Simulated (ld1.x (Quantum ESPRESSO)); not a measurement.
## u(r) = r·R(r): atom against pseudo-atom (antimony)

Columns: radius, all-electron u(r) and pseudo u(r) of the 5s shell (level -38.91 eV) of antimony in the configuration [Kr] 4d10 5s2 5p0; PBE, scalar-relativistic, ultrasoft scheme, ld1.x (Quantum ESPRESSO) 7.5.

| r (bohr) | all-electron | pseudo |
| --- | --- | --- |
| 0.110 | -0.1295 | 0.0277 |
| 0.220 | 0.2606 | 0.0580 |
| 0.330 | 0.1417 | 0.0930 |
| 0.440 | -0.1802 | 0.1346 |
| 0.550 | -0.3879 | 0.1839 |
| 0.660 | -0.4144 | 0.2411 |
| 0.770 | -0.3031 | 0.3059 |
| 0.880 | -0.1186 | 0.3767 |
| 0.990 | 0.0881 | 0.4515 |
| 1.100 | 0.2848 | 0.5273 |
| 1.210 | 0.4547 | 0.6010 |
| 1.320 | 0.5912 | 0.6692 |
| 1.430 | 0.6934 | 0.7284 |
| 1.540 | 0.7637 | 0.7756 |
| 1.650 | 0.8059 | 0.8083 |
| 1.760 | 0.8246 | 0.8247 |
| 1.870 | 0.8239 | 0.8239 |
| 1.980 | 0.8080 | 0.8080 |
| 2.090 | 0.7805 | 0.7805 |
| 2.200 | 0.7444 | 0.7444 |
| 2.310 | 0.7025 | 0.7025 |
| 2.420 | 0.6570 | 0.6570 |
| 2.530 | 0.6096 | 0.6096 |
| 2.640 | 0.5619 | 0.5619 |
| 2.750 | 0.5148 | 0.5148 |
| 2.860 | 0.4692 | 0.4692 |

Question: How many radial nodes do the two functions have?

Answer: The all-electron 5s function has n − l − 1 = 4 (the table is too coarse to show those close to the nucleus); the pseudo-wave has 0, since the states of the same l below it are removed with the core.

Question: At about which radius was the pseudo-wave matched?

Answer: 1.80 bohr, where the columns begin to agree (steps of 0.11 bohr).

Question: Is the pseudo-wave norm-conserving?

Answer: No, it belongs to an ultrasoft set: the norm inside the radius is not constrained, and the difference is carried by the augmentation charge.
